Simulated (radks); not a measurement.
Initial-state core-level shifts of the terbium ion Tb+ when its valence configuration changes from [Xe] 4f9 6s1. Calculated with a radial shooting solver on a logarithmic mesh with Libxc functionals: scalar-relativistic Kohn-Sham, PBE, spin-polarised, spherical densities, finite nucleus; open shells are filled with parallel spins first (spin-orbit coupling, left out, can overturn this in heavy ions); Fermi nuclear charge, rms radius 5.06 fm. Shifts are changes of the shell-averaged eigenvalues in eV (positive: less bound); the change of the density at the nucleus, which sets a Mossbauer isomer shift, is in e/bohr^3, on a base of 7.203e+05.

valence               2p       3d       4p       4d  density at nucleus
4f8 5d1 6s1       -6.598   -7.386   -6.967   -6.720              +31.60
4f9 5d1           +1.689   +1.643   +1.672   +1.695              -35.52
4f8 6s2           -9.101   -9.828   -9.429   -9.205              +76.24
4f7 6s1 6p2      -22.104  -23.799  -22.616  -22.066              +87.08
4f10              +5.695   +6.134   +6.019   +5.902              -51.50
4f8 5d1 6p1       -7.869   -8.653   -8.241   -7.995               -7.11
4f7 5d1 6s2      -17.024  -18.777  -17.622  -17.061             +117.43
4f8 6s1 6p1      -10.215  -10.946  -10.544  -10.318              +38.21
4f6.5 6s1.5 6p2  -28.412  -30.691  -28.943  -28.190             +142.82
